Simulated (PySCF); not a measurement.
## Spin states of BI

Unrestricted PBE0; PySCF, spin-free X2C with a Gaussian nucleus, basis sets B x2c-SVPall, I x2c-SVPall. Outer shells of the fragments: B 2s2 2p1; I 4d10 5s2 5p5.

Followed along the bond (rough minima from three points):

```tsv
2Ms+1	unpaired	⟨S²⟩ at the start	R at minimum (Å)	Te (eV)
1	none	0.00	2.13	0.00
3	σ ↑, π ↑	2.01	2.07	1.65
```

Solutions found at the starting distance of 2.125 Å, counted from the lowest of them; the search is not exhaustive and high or unbound solutions are not listed, so other states can lie among these:

```tsv
2Ms+1	unpaired	term	E (eV)	⟨S²⟩	⟨Lz²⟩	μ (D)
1	none	¹Σ⁺	0.00	0.00	0.00	1.63
3	σ ↑, π ↑	³Π	1.67	2.01	1.00	0.40
1	σ ↑, π ↓	mixed	2.41	1.01	1.01	0.97
3	π ↑↑	mixed	4.55	2.01	2.01	4.87
3	π ↑↑	mixed	4.80	2.01	2.01	4.79
1	π ↑↓	mixed	4.84	1.01	2.01	4.77
3	π ↑↑	³Σ⁻	5.23	2.15	0.00	-0.04
3	σ ↑↑	³Σ⁺	5.47	2.01	0.00	-0.99
1	π ↑↓	mixed	5.82	1.00	2.01	-0.03
1	σ ↑, π ↑↓↓	mixed	6.91	2.01	3.01	4.63
```

A term symbol is given only where ⟨S²⟩ and ⟨Lz²⟩ are close to those of a pure state; real π, δ and φ orbitals otherwise mix terms. A positive dipole means B(−)I(+).

Spin–orbit coupling is left out. Counting both spins, an empty level lies below a filled one in some of these solutions, because spin and occupation are held.
